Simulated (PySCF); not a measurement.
Exercise with solution: entropy of an ideal gas

B(AsH2)(F)(H) (AsBFH₃), SMILES [AsH2]BF.

The structure is a stationary point at PBE-D3(BJ)/def2-TZVP.

PBE-D3(BJ)/def2-TZVP in PySCF gives the harmonic wavenumbers 176, 250, 442, 527, 693, 808, 951, 1061, 1262, 2145, 2164, 2540 cm⁻¹ and the rotational temperatures 1.8475, 0.1576, 0.1489 K. The molar mass is 107.75 g/mol, the symmetry number 1, the spin multiplicity 1.

**Question.** Work out the entropy at 298.15 K and 1 atm in the rigid-rotor, harmonic-oscillator model.

**Answer.** 
Translation (Sackur–Tetrode at 1 atm): S = R[1.5 ln M + 2.5 ln T − 1.16487] = 167.1 J/(mol K).
Rotation: q = (√π/σ) T^1.5/√(θA θB θC) = 43800, S = R[ln q + 3/2] = 101.3 J/(mol K).
Vibration: with u = 1.4388 ν/T, each mode gives R[u/(e^u − 1) − ln(1 − e^−u)]:
```tsv
ν (cm⁻¹)	modes	u	S (J/(mol K))
176	1	0.85	9.92
250	1	1.21	7.24
442	1	2.13	3.43
527	1	2.54	2.49
693	1	3.34	1.32
808	1	3.90	0.84
951	1	4.59	0.48
1061	1	5.12	0.31
1262	1	6.09	0.13
```
The stiffer modes add less than 0.005 each. Sum 26.2 J/(mol K).
Spin: R ln 1 = 0.0 J/(mol K).
Total 294.6 J/(mol K); the program's own thermochemistry gives 294.6. Translation makes up 57 % and vibration 9 %. Anharmonicity, hindered rotation and orbital degeneracy are left out.
